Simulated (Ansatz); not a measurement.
Program: Ansatz. Geometries: PBE0-D4/def2-TZVP. ΔE: electronic, gas phase. CCSD(T)/CBS adds triple-zeta CCSD(T) − MP2 to the extrapolated MP2 energy (def2 sets, frozen cores). This one scheme is used for every species. For Br outer-core shells are correlated without core-valence functions, which leaves a few kJ/mol of doubt a bond. Scalar relativity is left out up to krypton. One conformer a species, not always the lowest.

Reaction (ligand exchange at the Si–S bond): `CS[Si](F)(F)F` + HBr → `F[Si](F)(F)Br` + CH₃SH

```csv
species,MP2/def2-QZVPP energy (Eh)
`CS[Si](F)(F)F`,-1026.17663
HBr,-2573.65765
`F[Si](F)(F)Br`,-3161.68825
CH₃SH,-438.15657
```

(1) Work out ΔE.

Largest T1 diagnostic among the species: 0.011.

Results:

(1) ΔE = (-3161.68825) + (-438.15657) − (-1026.17663) − (-2573.65765) = -0.01054 Eh = -27.7 kJ/mol. CCSD(T)/CBS gives -26.5 kJ/mol.

The D4 term adds +5.3 kJ/mol with B3LYP and +3.1 kJ/mol with PBE0; it sums over pairs of atoms, weighted by their polarisabilities, and B3LYP, whose exchange is more repulsive, gets the larger term. Leaving LDA and LC-ωPBE aside and taking each functional with its dispersion term where it has one, the values, not all of them listed here, spread over 9.4 kJ/mol, from B2PLYP to revPBE-D4. LDA lies +3.8 kJ/mol from PBE without D4.

B3LYP here is the variant with VWN-RPA as its local correlation; programs differ in this.
